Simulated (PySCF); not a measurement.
Level of theory: GFN2-xTB geometry, shielding tensors at PBE0/pcSseg-1 (GIAO), in PySCF (in vacuum, non-relativistic, equivalent nuclei averaged, single conformer).

Shifts are taken against calculated references (same method and geometry level): ¹H and ¹³C against TMS. Shifts are as computed. Against solution values, carbons near 30 ppm lie about +3 ppm off and those near 130 ppm about +5 ppm. Of 1211 compounds with measured shifts, 218 miss one by over three times the rms of a fit or turn the order of signals round; such compounds aren't used in these exercises. OH and NH positions are gas-phase values without hydrogen bonding to other molecules.

Task: Order these molecules by the shift of their most shielded carbon-bound hydrogen, lowest δ first.
A. CC#CP1CCC(=O)CC1
B. [H]/N=C\[SiH2]OC=O
C. CC(=O)CP1C=CCC=C1

Result: A (2.12 ppm, hydrogen on a propargylic methyl carbon), C (2.43 ppm, hydrogen on a methyl carbon α to a carbonyl), B (8.14 ppm, hydrogen on a carbonyl carbon).

Task: Order these molecules by the shift of their most deshielded carbon, lowest δ first.
A. CC#CP1CCC(=O)CC1
B. CC(=O)O[SiH2]O
C. CC(=O)[SiH2]O[SiH2]O[SiH3]
D. Cc1cc[pH]c1C

Result: D (152.5 ppm, unsaturated ring CH), B (179.6 ppm, carbonyl carbon), A (213.7 ppm, ketone carbonyl carbon), C (246.4 ppm, carbonyl carbon).

Task: How many ¹³C and ¹H signals does each give (equivalence by symmetry and fast rotation, but not about amide C–N or C=N bonds)? `CC#CP1CCC(=O)CC1`, `CC(=O)CP1C=CCC=C1`, `[H]/N=C\[SiH2]OC=O`, `CC(=O)O[SiH2]O`, `CC(=O)[SiH2]O[SiH2]O[SiH3]`, `Cc1cc[pH]c1C`

Result: CC#CP1CCC(=O)CC1: 6 C, 3 H; CC(=O)CP1C=CCC=C1: 6 C, 5 H; [H]/N=C\[SiH2]OC=O: 2 C, 4 H; CC(=O)O[SiH2]O: 2 C, 3 H; CC(=O)[SiH2]O[SiH2]O[SiH3]: 2 C, 4 H; Cc1cc[pH]c1C: 6 C, 5 H.
